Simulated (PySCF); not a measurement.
All values below come from r2SCAN-D4/def2-TZVP in PySCF. All species are isolated molecules in the gas phase. 

Reference species (SMILES): `F[SiH](F)F` (neutral, multiplicity 1).

```
Quantity        Value
-------------  ------
dipole moment  1.25 D
```

Changed species: `F[Si](F)(F)[SeH]` (whole molecule; the reference has whole molecule).

What does the change do to the dipole moment?

the dipole moment increases by 0.25 D, to 1.50 D.
